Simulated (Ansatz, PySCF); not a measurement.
Input for PySCF:
```python
from pyscf import gto, scf, cc

mol = gto.Mole()
mol.atom = '''
    Si    0.018948   -0.007538    1.342618
    Si   -0.018948    0.007538   -1.342618
    H     0.042382    1.423416    1.613667
    H    -1.227613   -0.708252    1.619622
    H     1.253222   -0.742212    1.584420
    H    -0.011323   -1.423504   -1.614106
    H    -1.268830    0.715356   -1.584350
    H     1.212161    0.735197   -1.619253
'''
mol.basis = 'sto-3g'
mol.charge = 1
mol.spin = 1
mol.verbose = 4
mol.build()

mf = scf.UHF(mol)
mf.kernel()

mycc = cc.CCSD(mf, frozen=10)
mycc.kernel()
et = mycc.ccsd_t()
print('E(CCSD(T)) = %.10f' % (mycc.e_tot + et))
```

### Question
Convert this to an input for Ansatz (an electronic-structure program).

### Answer
This is not unique; one that fits is 
Ansatz 0.2 input:
```yaml
crystal:
  periodic: [false, false, false]
  atoms:
    - {symbol: Si, position_ang: [0.01894810, -0.00753804, 1.34261774]}
    - {symbol: Si, position_ang: [-0.01894810, 0.00753804, -1.34261774]}
    - {symbol: H, position_ang: [0.04238232, 1.42341562, 1.61366679]}
    - {symbol: H, position_ang: [-1.22761254, -0.70825227, 1.61962187]}
    - {symbol: H, position_ang: [1.25322158, -0.74221207, 1.58441968]}
    - {symbol: H, position_ang: [-0.01132274, -1.42350399, -1.61410563]}
    - {symbol: H, position_ang: [-1.26883003, 0.71535561, -1.58435019]}
    - {symbol: H, position_ang: [1.21216140, 0.73519710, -1.61925253]}
basis:
  gaussian:
    orbitals: STO-3G
total_charge: 1
magnetization: {spin_polarized: true, initial_magnetization: 1}
correlation: {method: ccsd_t, electrons: outside_noble_gas}
accuracy: high
```

Both were run: PySCF gave -574.545074 Eh and Ansatz -574.545074 Eh, 0.000 mEh apart.
